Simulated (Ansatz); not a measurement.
Program: Ansatz. Geometries: PBE0-D4/def2-TZVP. ΔE: electronic, gas phase. CCSD(T)/CBS adds triple-zeta CCSD(T) − MP2 to the extrapolated MP2 energy (def2 sets, frozen cores). This one scheme is used for every species. Functionals use def2-TZVPP. Each species was taken in one conformer, which may not be the lowest.

`C[SiH](S)Cl` + H–F → `C[SiH](F)Cl` + H₂S  (ligand exchange at the Si–S bond)

```
             level  ΔE (kcal/mol)
        r2SCAN0-D4          -20.0
           r2SCAN0          -20.4
RPA@PBE/def2-TZVPP          -21.1
  CCSD(T)/def2-SVP          -20.7
```

What does CCSD(T)/CBS give? (Estimate.)

Ansatz gave: -19.3 kcal/mol. The listed levels differ from it by -0.7, -1.1, -1.8, -1.4 kcal/mol.

Largest T1 diagnostic among the species: 0.010.

Leaving LDA and LC-ωPBE aside and taking each functional with its dispersion term where it has one, the values, not all of them listed here, spread over 6.7 kcal/mol, from CAM-B3LYP-D4 to revPBE-D4. The D4 term adds +2.3 kcal/mol with B3LYP and +1.2 kcal/mol with PBE0; it sums over pairs of atoms, weighted by their polarisabilities, and B3LYP, whose exchange is more repulsive, gets the larger term.

B3LYP here is the variant with VWN-RPA as its local correlation; programs differ in this.
